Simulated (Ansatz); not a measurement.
**Molecular dynamics of BCl2FH2**

The input (input.yaml):

```yaml
crystal:
  periodic: [false, false, false]
  atoms:
    - { symbol: B, position_ang: [0.107814, -0.304237, 0.026884] }
    - { symbol: Cl, position_ang: [0.080251, 0.149075, 2.104772] }
    - { symbol: Cl, position_ang: [1.584686, 0.309528, -0.736647] }
    - { symbol: F, position_ang: [-1.098949, -0.010004, -0.464657] }
    - { symbol: H, position_ang: [0.225154, -1.599738, 0.272249] }
    - { symbol: H, position_ang: [0.161247, -1.151327, 1.253701] }
basis:
  gaussian: { orbitals: def2-SVP }
hamiltonian:
  xc: pbe
md:
  timestep: 0.5
  n_steps: 200
  ensemble: nve
  temperature: 300.0
  initial_velocities: maxwell_boltzmann
  seed: 7933
```

Run as:

```bash
$ ansatz run input.yaml --threads 1 --pin off --max-ram 2048MiB --backend cpu --events-out ev --progress --plain --runs-dir out
```

It starts at the highest image of a converged band, a first-order saddle point between two minima.

Output, in part (one step line in 4, the closing report, with atoms numbered from 0):

```
md step     0: t =     0.00 fs  T =   300.0 K  F+E_penalty+E_count = -28448.31029626 eV  E_kin = 0.155112 eV  conserved = -28448.15518426 eV  (25 SCF iters)
md step     4: t =     2.00 fs  T =   264.0 K  F+E_penalty+E_count = -28448.29161198 eV  E_kin = 0.136515 eV  conserved = -28448.15509710 eV  (30 SCF iters)
md step     8: t =     4.00 fs  T =   195.5 K  F+E_penalty+E_count = -28448.25600164 eV  E_kin = 0.101058 eV  conserved = -28448.15494347 eV  (30 SCF iters)
md step    12: t =     6.00 fs  T =   162.8 K  F+E_penalty+E_count = -28448.23908233 eV  E_kin = 0.084174 eV  conserved = -28448.15490784 eV  (30 SCF iters)
md step    16: t =     8.00 fs  T =   182.7 K  F+E_penalty+E_count = -28448.24948123 eV  E_kin = 0.094466 eV  conserved = -28448.15501498 eV  (25 SCF iters)
md step    20: t =    10.00 fs  T =   212.2 K  F+E_penalty+E_count = -28448.26477225 eV  E_kin = 0.109697 eV  conserved = -28448.15507487 eV  (28 SCF iters)
md step    24: t =    12.00 fs  T =   226.9 K  F+E_penalty+E_count = -28448.27233677 eV  E_kin = 0.117322 eV  conserved = -28448.15501517 eV  (28 SCF iters)
md step    28: t =    14.00 fs  T =   246.4 K  F+E_penalty+E_count = -28448.28240984 eV  E_kin = 0.127385 eV  conserved = -28448.15502527 eV  (28 SCF iters)
md step    32: t =    16.00 fs  T =   269.3 K  F+E_penalty+E_count = -28448.29424860 eV  E_kin = 0.139240 eV  conserved = -28448.15500860 eV  (29 SCF iters)
md step    36: t =    18.00 fs  T =   309.0 K  F+E_penalty+E_count = -28448.31458716 eV  E_kin = 0.159745 eV  conserved = -28448.15484191 eV  (28 SCF iters)
md step    40: t =    20.00 fs  T =   436.2 K  F+E_penalty+E_count = -28448.38028390 eV  E_kin = 0.225512 eV  conserved = -28448.15477217 eV  (28 SCF iters)
md step    44: t =    22.00 fs  T =   672.7 K  F+E_penalty+E_count = -28448.50291762 eV  E_kin = 0.347793 eV  conserved = -28448.15512430 eV  (27 SCF iters)
md step    48: t =    24.00 fs  T =   914.4 K  F+E_penalty+E_count = -28448.62769063 eV  E_kin = 0.472779 eV  conserved = -28448.15491191 eV  (27 SCF iters)
md step    52: t =    26.00 fs  T =  1252.3 K  F+E_penalty+E_count = -28448.80280289 eV  E_kin = 0.647489 eV  conserved = -28448.15531365 eV  (28 SCF iters)
md step    56: t =    28.00 fs  T =  1560.5 K  F+E_penalty+E_count = -28448.96211756 eV  E_kin = 0.806834 eV  conserved = -28448.15528312 eV  (27 SCF iters)
md step    60: t =    30.00 fs  T =  1813.3 K  F+E_penalty+E_count = -28449.09282573 eV  E_kin = 0.937564 eV  conserved = -28448.15526151 eV  (28 SCF iters)
md step    64: t =    32.00 fs  T =  1997.0 K  F+E_penalty+E_count = -28449.18808441 eV  E_kin = 1.032521 eV  conserved = -28448.15556382 eV  (27 SCF iters)
md step    68: t =    34.00 fs  T =  2100.4 K  F+E_penalty+E_count = -28449.24136661 eV  E_kin = 1.085985 eV  conserved = -28448.15538144 eV  (27 SCF iters)
md step    72: t =    36.00 fs  T =  2179.9 K  F+E_penalty+E_count = -28449.28222864 eV  E_kin = 1.127117 eV  conserved = -28448.15511208 eV  (27 SCF iters)
md step    76: t =    38.00 fs  T =  2305.7 K  F+E_penalty+E_count = -28449.34725340 eV  E_kin = 1.192145 eV  conserved = -28448.15510835 eV  (25 SCF iters)
md step    80: t =    40.00 fs  T =  2483.4 K  F+E_penalty+E_count = -28449.43937838 eV  E_kin = 1.284027 eV  conserved = -28448.15535178 eV  (25 SCF iters)
md step    84: t =    42.00 fs  T =  2635.4 K  F+E_penalty+E_count = -28449.51843292 eV  E_kin = 1.362604 eV  conserved = -28448.15582847 eV  (27 SCF iters)
md step    88: t =    44.00 fs  T =  2618.7 K  F+E_penalty+E_count = -28449.50939428 eV  E_kin = 1.353950 eV  conserved = -28448.15544462 eV  (26 SCF iters)
md step    92: t =    46.00 fs  T =  2469.0 K  F+E_penalty+E_count = -28449.43223513 eV  E_kin = 1.276586 eV  conserved = -28448.15564874 eV  (25 SCF iters)
md step    96: t =    48.00 fs  T =  2163.9 K  F+E_penalty+E_count = -28449.27389994 eV  E_kin = 1.118799 eV  conserved = -28448.15510066 eV  (25 SCF iters)
md step   100: t =    50.00 fs  T =  1869.9 K  F+E_penalty+E_count = -28449.12231580 eV  E_kin = 0.966812 eV  conserved = -28448.15550378 eV  (25 SCF iters)
md step   104: t =    52.00 fs  T =  1587.8 K  F+E_penalty+E_count = -28448.97563686 eV  E_kin = 0.820969 eV  conserved = -28448.15466828 eV  (25 SCF iters)
md step   108: t =    54.00 fs  T =  1497.7 K  F+E_penalty+E_count = -28448.92962884 eV  E_kin = 0.774363 eV  conserved = -28448.15526632 eV  (25 SCF iters)
md step   112: t =    56.00 fs  T =  1467.0 K  F+E_penalty+E_count = -28448.91313696 eV  E_kin = 0.758473 eV  conserved = -28448.15466394 eV  (26 SCF iters)
md step   116: t =    58.00 fs  T =  1590.3 K  F+E_penalty+E_count = -28448.97783379 eV  E_kin = 0.822244 eV  conserved = -28448.15559010 eV  (26 SCF iters)
md step   120: t =    60.00 fs  T =  1707.5 K  F+E_penalty+E_count = -28449.03755987 eV  E_kin = 0.882825 eV  conserved = -28448.15473490 eV  (25 SCF iters)
md step   124: t =    62.00 fs  T =  1964.5 K  F+E_penalty+E_count = -28449.17137899 eV  E_kin = 1.015728 eV  conserved = -28448.15565123 eV  (24 SCF iters)
md step   128: t =    64.00 fs  T =  2132.2 K  F+E_penalty+E_count = -28449.25733135 eV  E_kin = 1.102423 eV  conserved = -28448.15490876 eV  (25 SCF iters)
md step   132: t =    66.00 fs  T =  2296.9 K  F+E_penalty+E_count = -28449.34358048 eV  E_kin = 1.187572 eV  conserved = -28448.15600809 eV  (24 SCF iters)
md step   136: t =    68.00 fs  T =  2274.0 K  F+E_penalty+E_count = -28449.33064842 eV  E_kin = 1.175740 eV  conserved = -28448.15490863 eV  (25 SCF iters)
md step   140: t =    70.00 fs  T =  2321.7 K  F+E_penalty+E_count = -28449.35604646 eV  E_kin = 1.200408 eV  conserved = -28448.15563822 eV  (25 SCF iters)
md step   144: t =    72.00 fs  T =  2332.8 K  F+E_penalty+E_count = -28449.36069841 eV  E_kin = 1.206141 eV  conserved = -28448.15455776 eV  (24 SCF iters)
md step   148: t =    74.00 fs  T =  2493.6 K  F+E_penalty+E_count = -28449.44508741 eV  E_kin = 1.289276 eV  conserved = -28448.15581137 eV  (24 SCF iters)
md step   152: t =    76.00 fs  T =  2544.8 K  F+E_penalty+E_count = -28449.47084024 eV  E_kin = 1.315748 eV  conserved = -28448.15509263 eV  (24 SCF iters)
md step   156: t =    78.00 fs  T =  2579.0 K  F+E_penalty+E_count = -28449.48959566 eV  E_kin = 1.333467 eV  conserved = -28448.15612887 eV  (24 SCF iters)
md step   160: t =    80.00 fs  T =  2363.2 K  F+E_penalty+E_count = -28449.37681441 eV  E_kin = 1.221860 eV  conserved = -28448.15495483 eV  (24 SCF iters)
md step   164: t =    82.00 fs  T =  2111.5 K  F+E_penalty+E_count = -28449.24743956 eV  E_kin = 1.091744 eV  conserved = -28448.15569543 eV  (24 SCF iters)
md step   168: t =    84.00 fs  T =  1750.4 K  F+E_penalty+E_count = -28449.05973728 eV  E_kin = 0.905035 eV  conserved = -28448.15470264 eV  (24 SCF iters)
md step   172: t =    86.00 fs  T =  1537.5 K  F+E_penalty+E_count = -28448.95042975 eV  E_kin = 0.794925 eV  conserved = -28448.15550444 eV  (24 SCF iters)
md step   176: t =    88.00 fs  T =  1352.6 K  F+E_penalty+E_count = -28448.85389258 eV  E_kin = 0.699362 eV  conserved = -28448.15453075 eV  (25 SCF iters)
md step   180: t =    90.00 fs  T =  1368.9 K  F+E_penalty+E_count = -28448.86296749 eV  E_kin = 0.707751 eV  conserved = -28448.15521603 eV  (24 SCF iters)
md step   184: t =    92.00 fs  T =  1463.2 K  F+E_penalty+E_count = -28448.91121551 eV  E_kin = 0.756546 eV  conserved = -28448.15466925 eV  (25 SCF iters)
md step   188: t =    94.00 fs  T =  1739.3 K  F+E_penalty+E_count = -28449.05483890 eV  E_kin = 0.899288 eV  conserved = -28448.15555102 eV  (24 SCF iters)
md step   192: t =    96.00 fs  T =  2000.2 K  F+E_penalty+E_count = -28449.18925357 eV  E_kin = 1.034180 eV  conserved = -28448.15507315 eV  (24 SCF iters)
md step   196: t =    98.00 fs  T =  2270.0 K  F+E_penalty+E_count = -28449.32926060 eV  E_kin = 1.173664 eV  conserved = -28448.15559611 eV  (25 SCF iters)
md step   200: t =   100.00 fs  T =  2405.6 K  F+E_penalty+E_count = -28449.39913130 eV  E_kin = 1.243788 eV  conserved = -28448.15534344 eV  (25 SCF iters)
Total energy: -28449.39916868 eV, -1045.4961357538 hartree
Atom 0 at     0.093451     0.009462     0.332593 Å, force    -0.435696     1.665411    -1.415325 eV/Å
Atom 1 at     0.072345     0.362069     2.028959 Å, force     0.094172    -0.423960     0.513877 eV/Å
Atom 2 at     1.554006     0.291763    -0.658541 Å, force    -0.353414    -0.583218     0.423384 eV/Å
Atom 3 at    -1.078398     0.001996    -0.333185 Å, force     0.694928    -0.658058     0.478025 eV/Å
Atom 4 at     0.724654    -6.460656    -1.780701 Å, force     0.083478    -0.393185    -1.028599 eV/Å
Atom 5 at     0.785451    -6.746672    -2.530415 Å, force    -0.083467     0.393010     1.028636 eV/Å
Dipole moment:     0.042906    -0.063176     0.091092 e Å
```

The run went to its last step. The conserved energy stayed within 0.16 meV per atom of its start (net change -0.026 meV per atom), so the integration is sound. The kinetic energy rose, since the run started high on the potential surface and went downhill. It ends in pieces (BCl2F + H2), so much of that is their flight and rotation, not heat. A run of 0.1 ps of so small a system gives no equilibrium averages. The orbitals stay closed-shell, which can raise the energy where a bond breaks towards radicals; this wasn't checked here.

Between its relaxed ends the band would form B1–H5, Cl2–H6 and break B1–Cl2, H5–H6. These pairs go: B1–H5 1.32 → 6.84 Å, Cl2–H6 1.56 → 8.48 Å, B1–Cl2 2.13 → 1.73 Å, H5–H6 1.08 → 0.80 Å. In the last frame they stand as before the step (other bonds may differ from the relaxed reactants and products). It ends as BCl2F + H2. Pairs count as bonded within 1.25 times the sum of covalent radii (0.12 Å more for H–H).

Last frame:

```xyz
6
Properties=species:S:1:pos:R:3
B 0.093 0.009 0.333
Cl 0.072 0.362 2.029
Cl 1.554 0.292 -0.658
F -1.078 0.002 -0.333
H 0.725 -6.461 -1.781
H 0.785 -6.747 -2.530
```

Time of the run: 4.9 min on 1 thread of Arm Neoverse V2 (shared host), peak memory 0.12 GiB.
